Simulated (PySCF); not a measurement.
**Bond curve of HI⁻**

Set-up: basis H def2-SVPD, I def2-SVPD with ECP28; scalar-relativistic core potentials; PySCF 2.14. Energies in eV from H + I⁻ in their ground configurations at the same level. State: ²Σ⁺ (doublet), unpaired electrons σ ↑.

| R (Å) | PBE | PBE0 |
| --- | --- | --- |
| 2.097 | -0.2196 | -0.1224 |
| 2.194 | -0.2606 | -0.1686 |
| 2.292 | -0.2813 | -0.1932 |
| 2.365 | -0.2869 | -0.2013 |
| 2.438 | -0.2861 | -0.2028 |
| 2.511 | -0.2806 | -0.1994 |
| 2.609 | -0.2680 | -0.1895 |
| 2.731 | -0.2469 | -0.1719 |
| 2.877 | -0.2176 | -0.1474 |
| 3.072 | -0.1775 | -0.1149 |

**Question.** Put a parabola through the three lowest points of the PBE curve and estimate Re, k and ωe (reduced mass 0.9999 u; 1 eV/Å² = 0.16022 mdyn/Å; ωe = 1302.8·√(k/μ) cm⁻¹).

**Answer.** Through R = 2.292, 2.365, 2.438 Å the second-order coefficient is 0.600 eV/Å², so Re ≈ 2.392 Å, k ≈ 0.192 mdyn/Å and ωe ≈ 572 cm⁻¹. A polynomial fit of higher order to the unrounded PBE energies gives Re = 2.391 Å, k = 0.171 mdyn/Å, ωe = 538 cm⁻¹; anharmonicity and rounding make the difference.

The higher-order fit for each curve: PBE: Re = 2.391 Å, ωe = 538 cm⁻¹, De = 0.287 eV; PBE0: Re = 2.420 Å, ωe = 517 cm⁻¹, De = 0.203 eV.

The bond is weak. Basis-set superposition, not corrected here, can be much of De in a small basis, most of all at correlated wavefunction levels. Spin–orbit coupling is left out. For an ion De counts to the pair picked by the measured ionisation energies or electron affinities, which need not be the lowest pair at this level. The highest Kohn–Sham level is positive in this anion. Much of that is self-interaction error, but it also means that the finite basis helps to hold the extra electron. The state was picked by a PBE0 search and need not be the measured ground state.
